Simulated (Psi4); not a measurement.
Conformational energy of C8H8O2, SMILES Cc1ccccc1C(=O)O, singlet. Scanned: dihedral O9–C8–O10–H18; all other coordinates were relaxed at GFN2-xTB. Points at φ and −φ are mirror images.

Geometry of the scan point at -15° (Å):
```
18

C      0.8970    -1.9917    -0.1747
C     -0.0541    -0.8509    -0.0292
C     -1.4175    -1.1051     0.0703
C     -2.3391    -0.0838     0.2059
C     -1.9107     1.2335     0.2456
C     -0.5635     1.5125     0.1494
C      0.3738     0.4865     0.0108
C      1.8051     0.8393    -0.0862
O      2.7290     0.0667    -0.1709
O      2.0170     2.1715    -0.1365
H      0.3600    -2.9368    -0.2074
H      1.6010    -2.0080     0.6552
H      1.4881    -1.8826    -1.0819
H     -1.7611    -2.1293     0.0401
H     -3.3916    -0.3148     0.2812
H     -2.6243     2.0365     0.3519
H     -0.2178     2.5337     0.1794
H      2.9601     2.3510    -0.0046
```

Method: PBE-D3(BJ)/def2-SVP // GFN2-xTB run with Psi4.

Scanned values (°): -165, -150, -135, -120, -105, -90, -75, -60, -45, -30, -15, 0, 15, 30, 45, 60, 75, 90, 105, 120, 135, 150, 165, 180.

Task: At which scan points does the profile have its minima and maxima, and how high do they lie?

Result: Lower than their neighbours: -165° (5.8 kcal/mol), 0° (0.0 kcal/mol), 165° (5.8 kcal/mol). Higher than their neighbours: -90° (12.7 kcal/mol), 90° (12.7 kcal/mol), 180° (5.8 kcal/mol). The whole profile spans 12.7 kcal/mol.
